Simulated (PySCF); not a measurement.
Species: C₆H₉NO₂ (charge +1 and doublet state).
Cartesian coordinates in Å at the GFN2-xTB level; atoms count from 1:
```
atom  x, y, z in Å
C1     3.400   -0.127    0.154
C2     2.259   -0.610   -0.630
N3     1.071   -0.343   -0.331
C4    -0.209   -0.528   -0.457
O5    -0.797   -1.500    0.046
C6    -0.997    0.584   -1.141
C7    -2.288    0.925   -0.399
C8    -3.051   -0.267    0.078
O9    -4.171   -0.447    0.373
H10    3.969   -0.990    0.504
H11    3.091    0.476    1.003
H12    4.074    0.440   -0.488
H13    2.480   -1.200   -1.521
H14   -1.231    0.223   -2.148
H15   -0.368    1.469   -1.235
H16   -2.067    1.509    0.503
H17   -2.945    1.529   -1.034
H18   -2.228   -1.135    0.182
```

The hyperfine couplings belong to this conformer and change with its torsions.

The species is `C/C=N/C(=[O+])CCC=O` [radical] (charge +1).

Computed with PySCF, UKS B3LYP, pcH-1 on C H N O, non-relativistic, mean-field spin-orbit, GIAO. One conformer (not necessarily the lowest) at the GFN2-xTB geometry, without solvent, vibrations or thermal averaging. The geometry wasn't refined by DFT: couplings that depend on bond lengths, twists or pyramidal angles can differ widely from those at the functional's own minimum, by a factor of two or more for some ions and for spin on atoms past the first row. The frame is twisted about the N3–C4 bond at this geometry (dihedral C2–N3–C4–O5 = 76°); couplings at other torsion angles weren't computed. No stability test was run, so a lower SCF solution isn't excluded.

Principal values of hyperfine tensors in MHz (contact and dipolar terms together), for some of the nuclei:

```
atom  isotope       A1      A2      A3
 H18       1H   229.85  232.75  312.03
  O5      17O  -166.16  -15.53  -10.45
 H17       1H    25.33   31.66   38.21
  O9      17O  -156.49   29.75   37.93
 H15       1H    17.23   17.96   22.72
  C4      13C   -14.02   -8.31   -4.21
  C8      13C   -33.11  -20.66   30.33
 H16       1H   -11.38   -8.25    1.56
```

Task: Give the isotropic coupling of each nucleus in MHz and in mT (g = 2.0031), and the anisotropic part.

Result: a_iso is a third of the trace, T = A − a_iso, and a(mT) = a(MHz)/(g × 13.996).

| atom | a_iso (MHz) | a_iso (mT) | T1 | T2 | T3 |
| --- | --- | --- | --- | --- | --- |
| H18 | 258.21 | 9.210 | -28.36 | -25.46 | 53.82 |
| O5 | -64.05 | -2.284 | -102.12 | 48.52 | 53.60 |
| H17 | 31.73 | 1.132 | -6.40 | -0.07 | 6.48 |
| O9 | -29.61 | -1.056 | -126.89 | 59.35 | 67.53 |
| H15 | 19.30 | 0.689 | -2.07 | -1.35 | 3.42 |
| C4 | -8.85 | -0.316 | -5.17 | 0.53 | 4.64 |
| C8 | -7.81 | -0.279 | -25.30 | -12.85 | 38.14 |
| H16 | -6.02 | -0.215 | -5.36 | -2.23 | 7.59 |

Task: What spin density at the nucleus of C8 lies behind its contact coupling (g_N = 1.40482)?

Result: a_FC = 800.24 MHz bohr³ × g_N × ρ(0)/(2S). With a_FC = -7.81 MHz and 2S = 1, ρ(0) = -0.006951 bohr⁻³.

Task: C7 (13C, g_N = 1.40482) isn't in the table. Its spin density at the nucleus is 0.05256 bohr⁻³. What is its contact coupling?

Result: By the same relation, a_FC = 59.1 MHz. Its full tensor has the principal values 46.13, 47.37, 83.75 MHz.

Task: Name the largest traceless tensor T of the table and describe it.

Result: O9: -126.9, 59.4, 67.5 MHz, nearly axial, close to the ratio +1:+1:−2, the form that spin in one p orbital centred on that nucleus gives (the nuclear moment is negative).

Task: In a single crystal, with the field along each principal axis of the tensor of O5 in turn, what first-order splitting does this nucleus give (isotropic g, quadrupole terms neglected)?

Result: 6 lines (I = 5/2), spaced by |A_i|/(g × 13.996): 5.93, 0.55, 0.37 mT along the axes of A1, A2 and A3.
